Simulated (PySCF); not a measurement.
PySCF input file for GeHCl, SMILES [Cl][GeH] (connectivity only; charge and spin as stated), neutral, multiplicity 1, TDDFT-CAM-B3LYP/def2-TZVPD. Coordinates come from a ωB97X-D3(BJ)/def2-TZVP optimisation.

```python
import numpy as np
from pyscf import gto, scf, dft, tdscf

mol = gto.M(
    atom='''
    Ge    0.05122002    0.73691803    0.00000000
    H    -1.53335424    0.88691443    0.00000000
    Cl   -0.00621684   -1.43931125    0.00000000
    ''',
    basis='def2-TZVPD',
    charge=0,
    spin=0,
    symmetry=True,
    max_memory=1600,
    verbose=4,
)
mf = dft.RKS(mol, xc='cam-b3lyp').density_fit(auxbasis='def2-universal-jkfit')
mf.grids.level = 3
mf.conv_tol = 1e-9
mf.max_cycle = 100
mf.kernel()
mf.grids = dft.Grids(mol).set(level=1).build(with_non0tab=True)  # coarser grid for the response kernel
td = tdscf.TDDFT(mf)
td.singlet = True
td.nstates = 10
td.conv_tol = 1e-4
td.kernel(x0=td.get_init_guess(mf, 15))
td.analyze()
tt = tdscf.TDA(mf)
tt.singlet = False
tt.nstates = 4
tt.conv_tol = 1e-4
tt.kernel(x0=tt.get_init_guess(mf, 9))
tt.analyze(verbose=3)
```

It prints:

```
PySCF version 2.14.0

[INPUT] verbose = 4
[INPUT] num. atoms = 3
[INPUT] num. electrons = 50
[INPUT] charge = 0
[INPUT] spin (= nelec alpha-beta = 2S) = 0
[INPUT] symmetry True subgroup None
[INPUT] Mole.unit = angstrom
[INPUT] Symbol           X                Y                Z      unit          X                Y                Z       unit  Magmom
[INPUT]  1 Ge     0.051220020000   0.736918030000   0.000000000000 AA    0.096791809895   1.392573252954   0.000000000000 Bohr   0.0
[INPUT]  2 H     -1.533354240000   0.886914430000   0.000000000000 AA   -2.897619565541   1.676025368625   0.000000000000 Bohr   0.0
[INPUT]  3 Cl    -0.006216840000  -1.439311250000   0.000000000000 AA   -0.011748124960  -2.719904070505   0.000000000000 Bohr   0.0

nuclear repulsion = 146.106155891425
point group symmetry = Cs
symmetry origin: [4.53534270e-09 5.29123312e-09 0.00000000e+00]
symmetry axis x: [ 1.00000000e+00 -9.72320492e-10  0.00000000e+00]
symmetry axis y: [9.72320492e-10 1.00000000e+00 0.00000000e+00]
symmetry axis z: [0. 0. 1.]
num. orbitals of irrep A' = 74
num. orbitals of irrep A" = 35
number of shells = 39
number of NR pGTOs = 189
number of NR cGTOs = 109
basis = def2-TZVPD
ecp = {}


[settings echo left out]
init E= -2537.24849391894
HOMO (A') = -0.241879255661871  LUMO (A") = -0.0996118460424302  gap/eV = 3.87129
cycle= 1 E= -2537.90445836854  delta_E= -0.656  |g|= 0.692  |ddm|= 1.36
HOMO (A') = -0.301741277464068  LUMO (A") = -0.115592464115508  gap/eV = 5.06537
cycle= 2 E= -2537.88828720555  delta_E= 0.0162  |g|= 0.823  |ddm|= 0.934
HOMO (A') = -0.312135857472565  LUMO (A") = -0.0799268020423813  gap/eV = 6.31873
cycle= 3 E= -2537.96402963092  delta_E= -0.0757  |g|= 0.0251  |ddm|= 0.471
HOMO (A') = -0.311304928900071  LUMO (A") = -0.0761674537957973  gap/eV = 6.39842
cycle= 4 E= -2537.9641178066  delta_E= -8.82e-05  |g|= 0.0105  |ddm|= 0.0295
HOMO (A') = -0.311734660306673  LUMO (A") = -0.0756654101006315  gap/eV = 6.42377
cycle= 5 E= -2537.96413924013  delta_E= -2.14e-05  |g|= 0.00328  |ddm|= 0.0133
HOMO (A') = -0.311820766416272  LUMO (A") = -0.0758748651969565  gap/eV = 6.42041
cycle= 6 E= -2537.96414309483  delta_E= -3.85e-06  |g|= 0.000422  |ddm|= 0.00539
HOMO (A') = -0.311774492366048  LUMO (A") = -0.0758341621250551  gap/eV = 6.42026
cycle= 7 E= -2537.96414328539  delta_E= -1.91e-07  |g|= 0.000173  |ddm|= 0.00154
HOMO (A') = -0.311788625197497  LUMO (A") = -0.075854212053116  gap/eV = 6.42010
cycle= 8 E= -2537.96414330258  delta_E= -1.72e-08  |g|= 4.36e-05  |ddm|= 0.000351
HOMO (A') = -0.311789104285694  LUMO (A") = -0.0758543363270103  gap/eV = 6.42011
cycle= 9 E= -2537.96414330433  delta_E= -1.75e-09  |g|= 8.83e-06  |ddm|= 0.000144
HOMO (A') = -0.311788766759889  LUMO (A") = -0.0758542266275999  gap/eV = 6.42011
cycle= 10 E= -2537.96414330441  delta_E= -7.82e-11  |g|= 1.63e-06  |ddm|= 2.39e-05
HOMO (A') = -0.311788630761548  LUMO (A") = -0.0758540985845393  gap/eV = 6.42011
Extra cycle  E= -2537.96414330442  delta_E= -1.59e-11  |g|= 5.87e-07  |ddm|= 4.49e-06
converged SCF energy = -2537.96414330442
tot grids = 16208


******** <class 'pyscf.tdscf.rks.TDDFT'> for <class 'pyscf.df.df_jk.DFSymAdaptedRKS'> ********
nstates = 10 singlet
deg_eia_thresh = 1.000e-03
wfnsym = None
conv_tol = 0.0001
eigh lindep = 1e-12
eigh level_shift = 0
eigh max_cycle = 100


Excitation energies (eV)
[2.71328984 5.05014023 5.45701952 5.77880588 5.80150578 6.5183921
 7.74380963 7.81424169 7.88580845 7.996347  ]

** Singlet excitation energies and oscillator strengths **
Excited State   1:   A"      2.71329 eV    456.95 nm  f=0.0098
      25 -> 26        0.70646
Excited State   2:   A"      5.05014 eV    245.51 nm  f=0.0093
      24 -> 26       -0.70333
Excited State   3:   A'      5.45702 eV    227.20 nm  f=0.0134
      23 -> 26        0.37171
      25 -> 27        0.58794
Excited State   4:   A'      5.77881 eV    214.55 nm  f=0.1028
      22 -> 27        0.10251
      23 -> 26       -0.57968
      24 -> 27       -0.10168
      25 -> 27        0.35671
Excited State   5:   A"      5.80151 eV    213.71 nm  f=0.0029
      22 -> 26       -0.70207
Excited State   6:   A'      6.51839 eV    190.21 nm  f=0.1428
      25 -> 28       -0.68980
Excited State   7:   A'      7.74381 eV    160.11 nm  f=0.0843
      24 -> 27       -0.27609
      25 -> 29        0.41626
      25 -> 30        0.14726
      25 -> 32       -0.45414
Excited State   8:   A"      7.81424 eV    158.66 nm  f=0.0103
      23 -> 27        0.67662
      23 -> 36       -0.13381
Excited State   9:   A'      7.88581 eV    157.22 nm  f=0.1508
      22 -> 27       -0.18478
      24 -> 27       -0.53365
      25 -> 29       -0.36652
      25 -> 30       -0.11218
Excited State  10:   A"      7.99635 eV    155.05 nm  f=0.0054
      25 -> 31        0.69482

** Transition electric dipole moments (AU) **
state          X           Y           Z        Dip. S.      Osc.
  1        -0.0000      0.0000      0.3835      0.1471      0.0098
  2        -0.0000      0.0000     -0.2747      0.0755      0.0093
  3        -0.0833     -0.3050     -0.0000      0.1000      0.0134
  4        -0.0748     -0.8487      0.0000      0.7259      0.1028
  5        -0.0000     -0.0000      0.1421      0.0202      0.0029
  6        -0.9420     -0.0838     -0.0000      0.8945      0.1428
  7         0.5968      0.2969      0.0000      0.4443      0.0843
  8        -0.0000     -0.0000      0.2320      0.0538      0.0103
  9        -0.7520      0.4639     -0.0000      0.7807      0.1508
 10         0.0000      0.0000      0.1661      0.0276      0.0054

** Transition velocity dipole moments (imaginary part, AU) **
state          X           Y           Z        Dip. S.      Osc.
  1        -0.0000      0.0000      0.0367      0.0013      0.0090
  2        -0.0000      0.0000     -0.0496      0.0025      0.0088
  3        -0.0150     -0.0604      0.0000      0.0039      0.0129
  4        -0.0146     -0.1814     -0.0000      0.0331      0.1040
  5        -0.0000      0.0000      0.0291      0.0008      0.0026
  6        -0.2296     -0.0210     -0.0000      0.0531      0.1479
  7         0.1722      0.0832      0.0000      0.0366      0.0857
  8        -0.0000      0.0000      0.0651      0.0042      0.0098
  9        -0.2191      0.1352      0.0000      0.0663      0.1525
 10         0.0000     -0.0000      0.0485      0.0024      0.0053

** Transition magnetic dipole moments (imaginary part, AU) **
state          X           Y           Z
  1        -0.5438      1.3264      0.0000
  2         0.9171      0.0266      0.0000
  3        -0.0000      0.0000      0.8644
  4        -0.0000      0.0000      0.5783
  5        -1.0551     -0.4547      0.0000
  6         0.0000     -0.0000     -1.1486
  7        -0.0000      0.0000      0.6937
  8         0.1057      0.0842      0.0000
  9         0.0000     -0.0000     -0.6872
 10         0.1016     -0.0161     -0.0000


******** <class 'pyscf.tdscf.rks.TDA'> for <class 'pyscf.df.df_jk.DFSymAdaptedRKS'> ********
nstates = 4 triplet
deg_eia_thresh = 1.000e-03
wfnsym = None
conv_tol = 0.0001
eigh lindep = 1e-12
eigh level_shift = 0
eigh max_cycle = 100


Excitation energies (eV)
[1.76594976 4.63179541 4.69060412 4.78382107]

** Triplet excitation energies and oscillator strengths **
Excited State   1:   A"      1.76595 eV    702.08 nm  f=0.0000
Excited State   2:   A"      4.63180 eV    267.68 nm  f=0.0000
Excited State   3:   A'      4.69060 eV    264.32 nm  f=0.0000
Excited State   4:   A'      4.78382 eV    259.17 nm  f=0.0000
```

The run converged.

Cost: very roughly 120 core-seconds.
